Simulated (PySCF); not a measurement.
# Mn (manganese, neutral): UHF calculation

Configuration: [Ar] 3d5 4s2, high-spin 6S determinant. Computed with PySCF 2.14 in jorge-DZP-DKH (8s6p2d1f, 43 functions), with the spin-free X2C one-electron Hamiltonian (Gaussian nucleus).

```json
{
  "Total energy": "-1157.141786 hartree",
  "One-electron energy": "-1594.6724 hartree",
  "Hartree (Coulomb) energy": "489.0338 hartree",
  "Exchange energy": "-51.5032 hartree",
  "⟨S²⟩": "8.7698",
  "⟨L²⟩": "0.000",
  "Sum of ⟨r⟩": "21.65 bohr",
  "Sum of ⟨r²⟩": "42.51 bohr²",
  "Langevin diamagnetic susceptibility": "-33.7 ×10⁻⁶ cm³/mol",
  "Time after the integrals": "0.26 s of wall time on 1 thread of Neoverse-N1 (shared host)"
}
```

```
shell  electrons  mean orbital energy (hartree)  rms radius, mean of both spins (bohr)
 1s β          1                     -242.52987                                 0.0704
 1s α          1                     -242.52752                                 0.0704
 2s α          1                      -29.59707                                  0.302
 2s β          1                      -29.48555                                  0.302
 2p α          3                      -24.96581                                  0.273
 2p β          3                      -24.85964                                  0.273
 3s α          1                       -4.07504                                  0.915
 3s β          1                       -3.65779                                  0.915
 3p α          3                       -2.72952                                  0.988
 3p β          3                       -2.22358                                  0.988
 3d α          5                       -0.58206                                   1.23
 4s α          1                       -0.26769                                   3.66
 4s β          1                       -0.22478                                   3.66
```

Densities and radii are taken from the X2C orbitals without a picture-change correction, which distorts them close to the nucleus.
